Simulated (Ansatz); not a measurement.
Molecule: ZnBr, net charge 0, doublet state. The spin state was set by rule; other spins were not relaxed. SMILES of the parent species: [Zn][Br]
Geometry from a B3LYP-D3(BJ)/def2-TZVP (Ansatz, a first-principles code) optimisation:
```
Zn
Br 1 2.3405
```
Charge 0, spin multiplicity 2.

Computed values are from Ansatz. Cores are frozen in the correlated levels unless marked. UHF or UKS for open shells. No spin-orbit coupling. Frozen are the shells of the preceding noble gas and the d and f shells that filled before the atom's block. Non-relativistic. Basis-set limits of correlation are two-point, X^-3; Hartree-Fock from the larger set.

```yaml
atomisation energy De: 43.5 kcal/mol at CCSD(T)/CBS(def2-TZVPP,def2-QZVPP)
total_energy: -4351.0751 Eh at CCSD(T)/CBS(def2-TZVPP,def2-QZVPP)
dipole_moment: 3.02 D at CCSD(T)/def2-SVPD
T1 diagnostic: 0.019 at CCSD/def2-QZVPP
```
